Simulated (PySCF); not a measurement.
PySCF input for H9N3Si2, SMILES N[SiH2]N[SiH2]N, TDA-PBE0/def2-SVPD. Geometry: B3LYP-D3(BJ)/def2-SVP. The values are those of a single conformer.

```python
import numpy as np
from pyscf import gto, scf, dft, tdscf

mol = gto.M(
    atom='''
    N    -0.02840120    0.95090795   -2.57030535
    Si   -0.08298670   -0.47412146   -1.58715020
    N     0.51980236   -0.09469294   -0.00000000
    Si   -0.08298671   -0.47412146    1.58715020
    N    -0.02840120    0.95090795    2.57030535
    H     0.11078094    0.86805882   -3.57235365
    H    -0.58474202    1.76926780   -2.34242063
    H    -1.42917527   -1.07743345   -1.34940384
    H     0.74537173   -1.45946396   -2.34645092
    H     1.39815733    0.42468183   -0.00000000
    H    -1.42917527   -1.07743346    1.34940384
    H     0.74537173   -1.45946395    2.34645091
    H    -0.58474201    1.76926781    2.34242063
    H     0.11078094    0.86805883    3.57235366
    ''',
    basis='def2-SVPD',
    charge=0,
    spin=0,
    symmetry=True,
    max_memory=1600,
    verbose=4,
)
mf = dft.RKS(mol, xc='pbe0').density_fit(auxbasis='def2-universal-jkfit')
mf.grids.level = 3
mf.conv_tol = 1e-9
mf.max_cycle = 100
mf.kernel()
mf.grids = dft.Grids(mol).set(level=1).build(with_non0tab=True)  # coarser grid for the response kernel
td = tdscf.TDA(mf)
td.singlet = True
td.nstates = 10
td.conv_tol = 1e-4
td.positive_eig_threshold = 1e-6
td.kernel(x0=td.get_init_guess(mf, 15))
td.analyze()
tt = tdscf.TDA(mf)
tt.singlet = False
tt.nstates = 4
tt.conv_tol = 1e-4
tt.positive_eig_threshold = 1e-6
tt.kernel(x0=tt.get_init_guess(mf, 9))
tt.analyze(verbose=3)
```

Program output:

```
PySCF version 2.14.0

[INPUT] verbose = 4
[INPUT] num. atoms = 14
[INPUT] num. electrons = 58
[INPUT] charge = 0
[INPUT] spin (= nelec alpha-beta = 2S) = 0
[INPUT] symmetry True subgroup None
[INPUT] Mole.unit = angstrom
[INPUT] Symbol           X                Y                Z      unit          X                Y                Z       unit  Magmom
[INPUT]  1 N     -0.028401200000   0.950907950000  -2.570305350000 AA   -0.053670489609   1.796955595172  -4.857173168004 Bohr   0.0
[INPUT]  2 Si    -0.082986700000  -0.474121460000  -1.587150200000 AA   -0.156822134981  -0.895959709179  -2.999279196549 Bohr   0.0
[INPUT]  3 N      0.519802360000  -0.094692940000   0.000000000000 AA    0.982284099303  -0.178943722530   0.000000000000 Bohr   0.0
[INPUT]  4 Si    -0.082986710000  -0.474121460000   1.587150200000 AA   -0.156822153879  -0.895959709179   2.999279196549 Bohr   0.0
[INPUT]  5 N     -0.028401200000   0.950907950000   2.570305350000 AA   -0.053670489609   1.796955595172   4.857173168004 Bohr   0.0
[INPUT]  6 H      0.110780940000   0.868058820000  -3.572353650000 AA    0.209345636422   1.640393429813  -6.750770018590 Bohr   0.0
[INPUT]  7 H     -0.584742020000   1.769267800000  -2.342420630000 AA   -1.105002271325   3.343431583012  -4.426533459231 Bohr   0.0
[INPUT]  8 H     -1.429175270000  -1.077433450000  -1.349403840000 AA   -2.700749844301  -2.036054137945  -2.550003689036 Bohr   0.0
[INPUT]  9 H      0.745371730000  -1.459463960000  -2.346450920000 AA    1.408548430693  -2.757987173073  -4.434149603534 Bohr   0.0
[INPUT] 10 H      1.398157330000   0.424681830000   0.000000000000 AA    2.642134432753   0.802532348779   0.000000000000 Bohr   0.0
[INPUT] 11 H     -1.429175270000  -1.077433460000   1.349403840000 AA   -2.700749844301  -2.036054156843   2.550003689036 Bohr   0.0
[INPUT] 12 H      0.745371730000  -1.459463950000   2.346450910000 AA    1.408548430693  -2.757987154176   4.434149584636 Bohr   0.0
[INPUT] 13 H     -0.584742010000   1.769267810000   2.342420630000 AA   -1.105002252428   3.343431601909   4.426533459231 Bohr   0.0
[INPUT] 14 H      0.110780940000   0.868058830000   3.572353660000 AA    0.209345636422   1.640393448710   6.750770037488 Bohr   0.0

nuclear repulsion = 298.889513023342
point group symmetry = Cs
symmetry origin: [2.60651879e-09 3.58396332e-09 4.59402631e-17]
symmetry axis x: [1.00000000e+00 1.16566127e-09 1.00442220e-09]
symmetry axis y: [ 1.16566127e-09 -1.00000000e+00  5.11510226e-10]
symmetry axis z: [ 1.00442221e-09 -5.11510448e-10 -1.00000000e+00]
num. orbitals of irrep A' = 96
num. orbitals of irrep A" = 84
number of shells = 80
number of NR pGTOs = 264
number of NR cGTOs = 180
basis = def2-SVPD
ecp = {}


[settings echo left out]
init E= -748.12352627911
HOMO (A") = -0.311968271469763  LUMO (A') = -0.0259305332293436  gap/eV = 7.78348
cycle= 1 E= -747.949177019324  delta_E= 0.174  |g|= 0.623  |ddm|= 4.58
HOMO (A') = -0.186690894691238  LUMO (A') = 0.0309029419095581  gap/eV = 5.92103
cycle= 2 E= -747.860842043047  delta_E= 0.0883  |g|= 0.875  |ddm|=    2
HOMO (A') = -0.270140505595414  LUMO (A') = 0.0126189359311408  gap/eV = 7.69428
cycle= 3 E= -748.033729435285  delta_E= -0.173  |g|= 0.0508  |ddm|= 1.15
HOMO (A') = -0.266232965771959  LUMO (A') = 0.0149198221796958  gap/eV = 7.65056
cycle= 4 E= -748.034391845394  delta_E= -0.000662  |g|= 0.0216  |ddm|= 0.111
HOMO (A') = -0.267473889836866  LUMO (A') = 0.0147269139011033  gap/eV = 7.67908
cycle= 5 E= -748.034486182531  delta_E= -9.43e-05  |g|= 0.00839  |ddm|= 0.036
HOMO (A') = -0.267294598946877  LUMO (A') = 0.014619529600278  gap/eV = 7.67127
cycle= 6 E= -748.03450243198  delta_E= -1.62e-05  |g|= 0.000973  |ddm|= 0.0104
HOMO (A') = -0.26735240007687  LUMO (A') = 0.0146071178227425  gap/eV = 7.67251
cycle= 7 E= -748.034502680895  delta_E= -2.49e-07  |g|= 0.000115  |ddm|= 0.00213
HOMO (A') = -0.267341341783308  LUMO (A') = 0.0146136023072021  gap/eV = 7.67238
cycle= 8 E= -748.034502684999  delta_E= -4.1e-09  |g|= 3.07e-05  |ddm|= 0.000333
HOMO (A') = -0.267344226664796  LUMO (A') = 0.0146118733102547  gap/eV = 7.67242
cycle= 9 E= -748.034502685277  delta_E= -2.78e-10  |g|= 5.27e-06  |ddm|= 6.73e-05
HOMO (A') = -0.267343221414185  LUMO (A') = 0.0146124172964996  gap/eV = 7.67240
Extra cycle  E= -748.03450268528  delta_E= -3.18e-12  |g|= 4.55e-06  |ddm|= 2.15e-05
converged SCF energy = -748.03450268528
tot grids = 50432
Overwritten attributes  positive_eig_threshold  of <class 'pyscf.tdscf.rks.TDA'>


******** <class 'pyscf.tdscf.rks.TDA'> for <class 'pyscf.df.df_jk.DFSymAdaptedRKS'> ********
nstates = 10 singlet
deg_eia_thresh = 1.000e-03
wfnsym = None
conv_tol = 0.0001
eigh lindep = 1e-12
eigh level_shift = 0
eigh max_cycle = 100


Excitation energies (eV)
[6.43896207 6.45551471 6.74236646 6.93427866 7.07862279 7.19
 7.2331269  7.46857136 7.608836   7.70969062]

** Singlet excitation energies and oscillator strengths **
Excited State   1:   A"      6.43896 eV    192.55 nm  f=0.0228
      27 -> 31        0.17126
      28 -> 30       -0.62072
      29 -> 31       -0.26879
Excited State   2:   A'      6.45551 eV    192.06 nm  f=0.0295
      27 -> 30        0.10703
      28 -> 31       -0.32654
      29 -> 30       -0.60136
Excited State   3:   A'      6.74237 eV    183.89 nm  f=0.0423
      27 -> 30        0.38403
      28 -> 31       -0.40581
      29 -> 30        0.24827
      29 -> 32       -0.33287
Excited State   4:   A"      6.93428 eV    178.80 nm  f=0.0212
      28 -> 30        0.27721
      28 -> 32       -0.28842
      29 -> 31       -0.56870
Excited State   5:   A'      7.07862 eV    175.15 nm  f=0.0003
      27 -> 30        0.26604
      28 -> 31       -0.12346
      29 -> 30        0.17356
      29 -> 32        0.59340
Excited State   6:   A'      7.19000 eV    172.44 nm  f=0.0004
      27 -> 30        0.48451
      27 -> 32       -0.19302
      28 -> 31        0.41554
      29 -> 30       -0.17367
Excited State   7:   A"      7.23313 eV    171.41 nm  f=0.1680
      27 -> 31        0.27794
      28 -> 32       -0.56162
      29 -> 31        0.29575
Excited State   8:   A"      7.46857 eV    166.01 nm  f=0.0019
      27 -> 31        0.55509
      28 -> 30        0.13911
      28 -> 32        0.26427
      28 -> 33       -0.28346
Excited State   9:   A'      7.60884 eV    162.95 nm  f=0.0046
      29 -> 33       -0.67553
Excited State  10:   A'      7.70969 eV    160.82 nm  f=0.0205
      27 -> 30        0.12102
      27 -> 32        0.62542
      28 -> 31        0.15791
      28 -> 36       -0.10074
      29 -> 32       -0.11906
      29 -> 34        0.13245

** Transition electric dipole moments (AU) **
state          X           Y           Z        Dip. S.      Osc.
  1         0.0000     -0.0000     -0.3800      0.1444      0.0228
  2         0.4317      0.0172     -0.0000      0.1867      0.0295
  3         0.2466      0.4421     -0.0000      0.2563      0.0423
  4        -0.0000     -0.0000     -0.3535      0.1250      0.0212
  5         0.0221     -0.0388     -0.0000      0.0020      0.0003
  6         0.0351      0.0346     -0.0000      0.0024      0.0004
  7        -0.0000     -0.0000      0.9737      0.9480      0.1680
  8        -0.0000     -0.0000      0.1017      0.0103      0.0019
  9        -0.1561      0.0076      0.0000      0.0244      0.0046
 10         0.1931      0.2674     -0.0000      0.1088      0.0205

** Transition velocity dipole moments (imaginary part, AU) **
state          X           Y           Z        Dip. S.      Osc.
  1        -0.0000     -0.0000     -0.0877      0.0077      0.0217
  2         0.0951      0.0019      0.0000      0.0091      0.0254
  3         0.0687      0.0829      0.0000      0.0116      0.0312
  4        -0.0000     -0.0000     -0.0727      0.0053      0.0138
  5         0.0385      0.0283     -0.0000      0.0023      0.0059
  6         0.0111      0.0197     -0.0000      0.0005      0.0013
  7        -0.0000      0.0000      0.2122      0.0450      0.1130
  8        -0.0000     -0.0000      0.0286      0.0008      0.0020
  9        -0.0550      0.0181     -0.0000      0.0034      0.0080
 10         0.0606      0.0445      0.0000      0.0057      0.0133

** Transition magnetic dipole moments (imaginary part, AU) **
state          X           Y           Z
  1         0.2633     -0.9047      0.0000
  2        -0.0000      0.0000      1.2859
  3         0.0000      0.0000      0.0552
  4         0.0770     -0.6154      0.0000
  5         0.0000     -0.0000      0.0629
  6        -0.0000     -0.0000     -0.0676
  7         0.9999     -0.7161      0.0000
  8         0.3185     -0.0913      0.0000
  9        -0.0000      0.0000     -0.5490
 10        -0.0000      0.0000      0.0726


******** <class 'pyscf.tdscf.rks.TDA'> for <class 'pyscf.df.df_jk.DFSymAdaptedRKS'> ********
nstates = 4 triplet
deg_eia_thresh = 1.000e-03
wfnsym = None
conv_tol = 0.0001
eigh lindep = 1e-12
eigh level_shift = 0
eigh max_cycle = 100


Excitation energies (eV)
[6.10392962 6.10480073 6.37965298 6.64667813]

** Triplet excitation energies and oscillator strengths **
Excited State   1:   A'      6.10393 eV    203.12 nm  f=0.0000
Excited State   2:   A"      6.10480 eV    203.09 nm  f=0.0000
Excited State   3:   A'      6.37965 eV    194.34 nm  f=0.0000
Excited State   4:   A'      6.64668 eV    186.54 nm  f=0.0000
```

The calculation finished and met its thresholds.
